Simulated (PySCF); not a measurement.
From computed data to an observable: oscillator strength and radiative lifetime

C₂H₁₀O₂Si₂, SMILES CO[Si@@H](O)C[SiH3].

The structure is a stationary point at B3LYP-D3(BJ)/def2-SVP. The structure was generated by enumeration; whether it is a known compound was not checked. One conformer was computed; it need not be the lowest.

TDA-LC-ωPBE/def2-SVPD run with PySCF puts the first singlet state with f over 0.02 at 8.46 eV (vertical), with the transition dipole (0.326, 0.094, 0.067) in atomic units.

### Question
Find the oscillator strength, the wavelength and the radiative lifetime that this transition would have in vacuum if emission retraced absorption.

### Answer

|μ|² = 0.1196 au, so |μ| = 0.88 D. ΔE = 8.46/27.211 = 0.3109 hartree. f = (2/3) ΔE |μ|² = 0.025 (the program prints 0.025).
λ = 1239.84/8.46 = 147 nm; ν = 68234 cm⁻¹.
Einstein's coefficient A = 0.6670 ν² f s⁻¹ (ν in cm⁻¹) = 7.7e7 s⁻¹, so τ = 1/A = 13 ns. This state is S2; the lower singlet has f = 0.011. The figure is the radiative limit of this one transition; relaxation, internal conversion, crossing to triplets and a medium change what is measured.
